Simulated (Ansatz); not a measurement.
`[OH][Ge][Br]`. Charge 0, multiplicity 1.

```xyz
4

O     1.0499   -0.3488    0.4319
Ge   -0.6595   -0.5269    0.8603
Br   -1.6152    0.7105   -0.9282
H     1.2248    0.1652   -0.3640
```

(1) List the harmonic frequencies (cm⁻¹, unscaled) at PBE0-D4/def2-TZVP in Ansatz. (An estimate is asked.)

(2) Is this a minimum?

(3) Give the ideal-gas thermochemistry at 298.15 K and 1 bar (rigid rotor, harmonic oscillator; point group Cs, symmetry number 1).

Answers

(1) Computed: 187, 274, 494, 707, 818, 3846.

(2) Yes, all 6 modes are real.

(3) Zero-point energy 37.8 kJ/mol; H(298) − E = 51.5 kJ/mol; entropy 304.5 J/(mol·K), of which translation 172.9, rotation 110.7, vibration 20.9; G(298) − E = -39.2 kJ/mol.
